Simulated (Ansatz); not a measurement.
`C[CH2][Ge][O]C` + H₂ → `C[CH2][GeH]` + CH₃OH at 500 K and 1 bar (hydrogenolysis of a Ge–O bond).

Gas-phase electronic energies from Ansatz, PBE0-D4/def2-TZVP geometries. CBS: MP2 limit from def2 TZ/QZ plus the TZ coupled-cluster correction, frozen cores. This one scheme is used for every species. For Ge outer-core shells are correlated without core-valence functions, which leaves a few kJ/mol of doubt a bond. Scalar relativity is left out up to krypton. One conformer a species, not always the lowest.

```csv
species,CCSD(T)/CBS energy (Eh),H − E (kJ/mol),S (J/(mol·K))
`C[CH2][Ge][O]C`,-2270.25348,329.4,443.3
H₂,-1.17544,41.0,145.5
`C[CH2][GeH]`,-2155.77935,219.2,353.3
CH₃OH,-115.61712,157.0,265.4
```

H − E and S are ideal-gas, rigid-rotor, harmonic terms from PBE0-D4/def2-TZVP, for one conformer and one mirror image of each species. The MP2-based limit puts H₂ 0.8 mEh under its directly extrapolated value; such offsets cancel only in part. 1 Eh = 2625.50 kJ/mol, R = 8.31446 J/(mol·K).

Q: By hand: ΔE, ΔH, ΔS and ΔG.

A: ΔE = (-2155.77935) + (-115.61712) − (-2270.25348) − (-1.17544) = 0.03245 Eh = 85.2 kJ/mol. Δ(H − E) = 219.2 + 157.0 − 329.4 − 41.0 = 5.8, so ΔH = 91.0 kJ/mol. ΔS = 353.3 + 265.4 − 443.3 − 145.5 = 29.9 J/(mol·K). ΔG = 91.0 − 500 × (29.9)/1000 = 76.0 kJ/mol.

Q: By hand: the equilibrium constant, and the temperature at which ΔG would vanish if ΔH and ΔS stayed fixed.

A: log₁₀ K = −ΔG/(RT ln 10) = -7.9. ΔG = 0 at ΔH/ΔS = 3043 K, far beyond where these terms or the molecules hold.

ΔH outweighs TΔS. A doubt of 5 kJ/mol in ΔE shifts log₁₀ K by 0.5 here. Other conformers and mirror images would add mixing entropy, several J/(mol·K) or more a flexible species. Modes under 60 cm⁻¹, often nearly free rotors, make the harmonic entropy too high. These are equilibria of isolated gas molecules and say nothing of rates. Largest T1 diagnostic: 0.014 (customary marks: 0.02 for closed shells, 0.045 for open ones).
